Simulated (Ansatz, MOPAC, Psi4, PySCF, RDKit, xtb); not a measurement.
Dimer: CH5N (SMILES CN) (first 7 atoms) with CH4S (SMILES CS); geometry from B3LYP-D3(BJ)/def2-TZVP, rigid monomers moved along the line of their centres of mass till N2···H13 is 3.88 Å.
(charge 0, multiplicity 1):
```csv
atom,x (Å),y (Å),z (Å)
C,0.4179,0.3904,0.4630
N,-0.3624,-0.8173,0.7383
H,1.4249,0.2622,0.8616
H,-0.0348,1.2331,0.9871
H,0.5030,0.6492,-0.5993
H,0.0695,-1.6356,0.3269
H,-1.2953,-0.7431,0.3505
C,1.1348,0.1831,6.0076
S,-0.6727,0.0008,5.8538
H,1.5228,0.9013,5.2873
H,1.3317,0.5543,7.0119
H,1.6375,-0.7743,5.8845
H,-0.6661,-0.4938,4.5925
```

```
level                              interaction energy (kcal/mol)  cost
---------------------------------  -----------------------------  ----
MMFF94                                                     -0.77     -
UFF                                                        -0.35     -
GFN-FF                                                     -0.53     -
AM1                                                        -0.53     -
PM3                                                        -0.44     -
PM6                                                        -0.76     -
PM7                                                        -1.41     -
GFN1-xTB                                                   -0.48     -
GFN2-xTB                                                   -0.95     -
HF/STO-3G (no counterpoise)                                -0.33     -
HF/3-21G (no counterpoise)                                 -0.80     -
HF/6-31G*                                                  -0.62     -
HF/6-31G* (no counterpoise)                                -0.74     -
HF/aug-cc-pV(D+d)Z                                         -0.61     -
PBE/def2-TZVPPD                                            -0.72    ×1
PBE-D3(BJ)/def2-TZVPPD                                     -0.99    ×1
PBE-D4/def2-TZVPPD                                         -0.98    ×1
BP86/6-31G* (no counterpoise)                              -0.67     -
r2SCAN/def2-TZVPPD                                         -0.66    ×1
r2SCAN-D3(BJ)/def2-TZVPPD                                  -0.87    ×1
r2SCAN-D4/def2-TZVPPD                                      -0.86    ×1
B3LYP/3-21G (no counterpoise)                              -0.79     -
B3LYP/6-31G*                                               -0.59     -
B3LYP/6-31G* (no counterpoise)                             -0.74     -
B3LYP/6-311+G** (no counterpoise)                          -0.72     -
B3LYP/def2-TZVPPD                                          -0.49    ×1
B3LYP-D3(BJ)/def2-TZVPPD                                   -0.82    ×1
PBE0/def2-TZVPPD                                           -0.69    ×1
PBE0-D3(BJ)/def2-TZVPPD                                    -0.97    ×1
PBE0-D4/def2-TZVPPD                                        -0.96    ×1
M06-2X/6-31G* (no counterpoise)                            -0.95     -
wB97X-V/def2-TZVPPD                                        -0.90    ×3
wB97M-V/def2-TZVPPD                                        -0.87    ×3
MP2/6-31G*                                                 -0.82     -
MP2/6-31G* (no counterpoise)                               -0.98     -
MP2/aug-cc-pV(D+d)Z                                        -0.92     -
SCS-MP2/aug-cc-pV(D+d)Z                                    -0.83     -
CCSD/aug-cc-pV(D+d)Z                                       -0.83     -
CCSD(T)/aug-cc-pV(D+d)Z                                    -0.88   ×10
SAPT0/jun-cc-pV(D+d)Z                                      -0.90     -
```

The rows run from -1.41 (PM7) to -0.33 kcal/mol (HF/STO-3G (no counterpoise)). In aug-cc-pV(D+d)Z the value moves HF -0.61, MP2 -0.92, CCSD -0.83, CCSD(T) -0.88, a shift of -0.26 from HF to CCSD(T). The dispersion term adds -0.26 in PBE-D3(BJ), -0.26 in PBE-D4, -0.21 in r2SCAN-D3(BJ). The 6 functionals in def2-TZVPPD without D3 or D4 span 0.41, from wB97X-V to B3LYP.

Interaction energies are E(AB) − E(A) − E(B) at the monomers' geometry in the complex; basis-set methods are counterpoise corrected. Rows marked so take none. RDKit's UFF carries no charges.

Frozen-core correlation. Rows in 3-21G, 6-311+G**, 6-31G*, STO-3G carry no dispersion term and start afresh at each structure (6-31G* with six Cartesian d functions). MP2/6-31G* freezes PySCF's default core. The state that AM1, PM3, PM6, PM7 reach isn't checked; PM7 holds dispersion and hydrogen-bond terms.

Codes used: Ansatz (an electronic-structure program) with Gaussian orbitals; MOPAC for AM1, PM3, PM6, PM7 (differences of heats of formation); Psi4 for SAPT; PySCF for 3-21G rows, 6-311+G** rows, 6-31G* rows, STO-3G rows, the dispersion terms; RDKit for the force fields; xtb for the GFN methods. 

Costs are rough ratios of core time to PBE/def2-TZVPPD (about 9 s over the structures, on one shared machine); a dash marks a level with no comparable run of its own.
